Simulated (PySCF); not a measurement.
What happened in this job?

A geometry optimisation on SnBr2, SMILES `[Br][Sn][Br]`. Computed with PBE0-D3(BJ)/def2-SVP geometry optimisation, gas phase, def2 core potentials past Kr (PySCF 2.14.0).

Driver input (Å, GFN2-xTB start):

```
{"job": {"xc": "PBE0", "basis": "def2-SVP", "d3": "d3bj", "grid": 1, "maxiter": 40, "kind": "geom"}, "charge": 0, "multiplicity": 1}
Sn     0.0050    -0.0070    -1.0860
Br     1.9525    -0.0191     0.5521
Br    -1.9574     0.0261     0.5339
```

Output:

```
step   0  E = -5361.51713557  max force = 0.002988
step   1  E = -5361.51716537  max force = 0.002163
step   2  E = -5361.51711572  max force = 0.000901
step   3  E = -5361.51706846  max force = 0.000260
step   4  E = -5361.51709425  max force = 0.000558
step   5  E = -5361.51710559  max force = 0.000724
step   6  E = -5361.51711080  max force = 0.000812
step   7  E = -5361.51711329  max force = 0.000858
step   8  E = -5361.51711206  max force = 0.000832
step   9  E = -5361.51711143  max force = 0.000822
step  10  E = -5361.51711093  max force = 0.000811
step  11  E = -5361.51711042  max force = 0.000801
step  12  E = -5361.51710991  max force = 0.000791
step  13  E = -5361.51710939  max force = 0.000785
step  14  E = -5361.51710888  max force = 0.000775
step  15  E = -5361.51710836  max force = 0.000765
step  16  E = -5361.51710783  max force = 0.000758
step  17  E = -5361.51710731  max force = 0.000748
step  18  E = -5361.51710678  max force = 0.000738
step  19  E = -5361.51710625  max force = 0.000731
step  20  E = -5361.51710572  max force = 0.000721
step  21  E = -5361.51710518  max force = 0.000711
step  22  E = -5361.51710465  max force = 0.000705
step  23  E = -5361.51710410  max force = 0.000695
step  24  E = -5361.51710356  max force = 0.000685
step  25  E = -5361.51710301  max force = 0.000678
step  26  E = -5361.51710247  max force = 0.000668
step  27  E = -5361.51710191  max force = 0.000658
step  28  E = -5361.51710136  max force = 0.000651
step  29  E = -5361.51710080  max force = 0.000642
step  30  E = -5361.51710024  max force = 0.000632
step  31  E = -5361.51709968  max force = 0.000625
step  32  E = -5361.51709912  max force = 0.000616
step  33  E = -5361.51709855  max force = 0.000606
step  34  E = -5361.51709798  max force = 0.000599
step  35  E = -5361.51709741  max force = 0.000589
step  36  E = -5361.51709683  max force = 0.000579
step  37  E = -5361.51709625  max force = 0.000573
step  38  E = -5361.51709567  max force = 0.000563
step  39  E = -5361.51709509  max force = 0.000553
step  40  E = -5361.51709450  max force = 0.000546
optimisation not converged
```

Energies are in Eh and forces in Eh/bohr.

**Question.** Which diagnosis fits best?
A. step limit reached with the energy nearly constant
B. step limit reached while the energy was still falling
C. step limit reached with the energy going up and down

**Answer.** A. After 41 gradient evaluations the largest force component was 0.00055 Eh/bohr against a threshold of 0.00045, and over the last 5 steps the energy changed by +0.002 kcal/mol in all, within a range of 0.002 kcal/mol, the last step by 0.000 kcal/mol. The energy rose in 3 of the 40 steps.

**Question.** How can it be mended?

**Answer.** Restart from the last geometry, if need be with a computed Hessian or a finer grid, and confirm the end point by frequencies.
